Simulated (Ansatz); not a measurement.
C₃H₇NSi, SMILES `[SiH3]N=C1CC1`, relaxed with RKS PBE-D4/def2-SVP in Ansatz 0.2.0 from a rough embedded geometry. The force threshold is 0.03 eV/Å; the program also tests the step.

Total charge 0; spin multiplicity 1.

Start:

```xyz
12

Si   -0.655   -1.191    1.562
N    -1.177   -0.077    0.367
C    -0.261    0.340   -0.362
C    -0.050    1.326   -1.481
C     1.112    0.380   -0.735
H    -1.907   -1.662    2.325
H     0.308   -0.587    2.436
H    -0.092   -2.371    0.832
H    -0.435    1.000   -2.393
H    -0.115    2.344   -1.195
H     1.783    0.918   -0.065
H     1.487   -0.419   -1.290
```

**Question.** By how much does the energy fall, and how many steps does the optimiser take? (Estimate.)

**Answer.** Computed: 68.09 kJ/mol, in 17 steps, 2 of them rejected.

**Question.** Which bonds change most? (An estimate is asked.)

**Answer.** The calculation gave: C4–C5 from 1.674 to 1.558 Å; Si1–H7 from 1.433 to 1.503 Å; C4–H9 from 1.043 to 1.104 Å; C5–H12 from 1.043 to 1.104 Å.

**Question.** Give the relaxed structure. (Best estimate.)

**Answer.** The calculation gave: 
```xyz
12

Si   -0.674   -1.217    1.755
N    -1.001    0.119    0.642
C    -0.229    0.458   -0.303
C    -0.012    1.399   -1.412
C     1.023    0.284   -1.075
H    -1.831   -2.172    1.673
H    -0.616   -0.648    3.144
H     0.610   -1.968    1.474
H    -0.613    1.282   -2.331
H     0.251    2.445   -1.179
H     1.980    0.584   -0.614
H     1.111   -0.567   -1.773
```
